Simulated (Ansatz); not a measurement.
`C[O][SnH2][Br]` + H₂ → `C[O][SnH3]` + HBr at 700 K and 1 bar (hydrogenolysis of the Sn–Br bond).

Calculated with Ansatz (gas phase, PBE0-D4/def2-TZVP geometries, no zero-point term in ΔE). CCSD(T)/CBS adds triple-zeta CCSD(T) − MP2 to the extrapolated MP2 energy (def2 sets, frozen cores). This one scheme is used for every species. Elements past krypton have def2 core potentials. For Br, Sn outer-core shells are correlated without core-valence functions, which leaves a few kJ/mol of doubt a bond. Scalar relativity is left out up to krypton. One conformer a species, not always the lowest.

| species | CCSD(T)/CBS energy (Eh) | H − E (kJ/mol) | S (J/(mol·K)) |
| --- | --- | --- | --- |
| `C[O][SnH2][Br]` | -2903.61539 | 218.8 | 473.7 |
| H₂ | -1.17544 | 46.8 | 155.3 |
| `C[O][SnH3]` | -330.83288 | 225.6 | 419.8 |
| HBr | -2573.91920 | 36.5 | 223.7 |

H − E and S are ideal-gas, rigid-rotor, harmonic terms from PBE0-D4/def2-TZVP, for one conformer and one mirror image of each species. The MP2-based limit puts H₂ 0.8 mEh under its directly extrapolated value; such offsets cancel only in part. 1 Eh = 2625.50 kJ/mol, R = 8.31446 J/(mol·K).

By hand: ΔE, ΔH, ΔS and ΔG.

ΔE = (-330.83288) + (-2573.91920) − (-2903.61539) − (-1.17544) = 0.03875 Eh = 101.7 kJ/mol. Δ(H − E) = 225.6 + 36.5 − 218.8 − 46.8 = -3.5, so ΔH = 98.2 kJ/mol. ΔS = 419.8 + 223.7 − 473.7 − 155.3 = 14.5 J/(mol·K). ΔG = 98.2 − 700 × (14.5)/1000 = 88.0 kJ/mol.

By hand: the equilibrium constant, and the temperature at which ΔG would vanish if ΔH and ΔS stayed fixed.

log₁₀ K = −ΔG/(RT ln 10) = -6.6. ΔG = 0 at ΔH/ΔS = 6772 K, far beyond where these terms or the molecules hold.

The number of gas molecules stays the same, so ΔS is small and ΔH decides. A doubt of 5 kJ/mol in ΔE shifts log₁₀ K by 0.4 here. Other conformers and mirror images would add mixing entropy, several J/(mol·K) or more a flexible species. Modes under 60 cm⁻¹, often nearly free rotors, make the harmonic entropy too high. These are equilibria of isolated gas molecules and say nothing of rates. Largest T1 diagnostic: 0.013 (customary marks: 0.02 for closed shells, 0.045 for open ones).
